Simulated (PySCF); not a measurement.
O2Ti (SMILES [O]=[Ti]=[O]), singlet, at a GFN2-xTB geometry (such geometries of metal compounds can be far from the true shape).

Input for PySCF:
```python
from pyscf import gto, scf, dft

mol = gto.M(
    atom='''
Ti    0.238994    0.045731    0.286556
O     0.695269    0.116723   -1.276621
O    -1.352503   -0.242482    0.488593
''',
    basis='cc-pvdz',
    charge=0,
    spin=0,
    verbose=4,
)

mf = dft.RKS(mol)
mf.xc = 'tpss'
mf.kernel()
```

Question: Estimate the HOMO energy that TPSS/cc-pVDZ (PySCF) returns for this input.

Answer: -5.76 eV

Question: Give the Mulliken (on the basis functions themselves) charges in atom order at the level TPSS/cc-pVDZ.

Answer: Ti1 0.66, O2 -0.33, O3 -0.33

Question: Predict the total energy from TPSS/cc-pVDZ.

Answer: -1000.0671 Eh

Question: Predict the nuclear repulsion energy from TPSS/cc-pVDZ.

Answer: 126.6973 Eh

Question: Roughly what does it cost on one core?

Answer: about 14 core-seconds (a rough figure).
